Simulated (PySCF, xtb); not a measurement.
2-heptanone (C₇H₁₄O), SMILES CCCCCC(C)=O. One conformer was computed; it need not be the lowest.

Harmonic wavenumbers (cm⁻¹) from GFN2-xTB (xtb 6.7.1) at its own minimum, in rising order: 45, 49, 100, 102, 121, 125, 207, 234, 338, 389, 415, 526, 583, 772, 800, 852, 882, 942, 952, 979, 998, 1048, 1089, 1100, 1106, 1126, 1191, 1212, 1234, 1249, 1281, 1286, 1296, 1344, 1366, 1373, 1417, 1450, 1460, 1468, 1491, 1496, 1500, 1504, 1507, 1775, 2958, 2965, 2973, 2980, 2983, 2987, 2996, 2998, 3019, 3031, 3034, 3038, 3040, 3057.

Q: What does r2SCAN-D4/def2-SVP (PySCF 2.14.0) give at its own minimum? (An estimate is asked for; the answer gives what the named calculation found.)

A: 40, 58, 89, 95, 127, 142, 227, 257, 293, 402, 461, 471, 608, 720, 743, 807, 834, 910, 911, 943, 991, 1039, 1074, 1084, 1125, 1133, 1166, 1208, 1248, 1273, 1310, 1319, 1320, 1351, 1378, 1391, 1397, 1419, 1432, 1446, 1455, 1459, 1470, 1471, 1482, 1815, 2996, 3004, 3017, 3025, 3035, 3037, 3039, 3045, 3067, 3093, 3116, 3125, 3126, 3176. Paired by order, the mean absolute difference is 33 cm⁻¹ and the zero-point energies are 122.7 and 123.4 kcal/mol.
